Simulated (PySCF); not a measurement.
## Fine-structure interval of In(22+) by level of theory

In(22+) [Ar] 3d9 [3d3/2^4 3d5/2^5, M_J = 5/2] → In(22+) [Ar] 3d9 [3d3/2^3 3d5/2^6, M_J = 3/2], as a difference of total energies. Calculation: PySCF 2.14, in an even-tempered Gaussian basis (17 s from 2.7 bohr⁻², ratio 2.8; 12 p from 3.5 bohr⁻², ratio 2.8; 8 d from 3.5 bohr⁻², ratio 2.8; 3 f from 16 bohr⁻², ratio 3); the two-component X2C-1e Hamiltonian. Correlated levels: [Ne] frozen; the 76 highest virtual spinors dropped. "Screened" scales the spin-orbit matrix elements by Boettger's factors to mimic the two-electron term; Breit and QED terms are absent.

```csv
method,fine-structure interval (cm⁻¹)
GHF (screened spin-orbit),66914
GMP2 (screened spin-orbit),66805
GHF (bare spin-orbit),84162
```
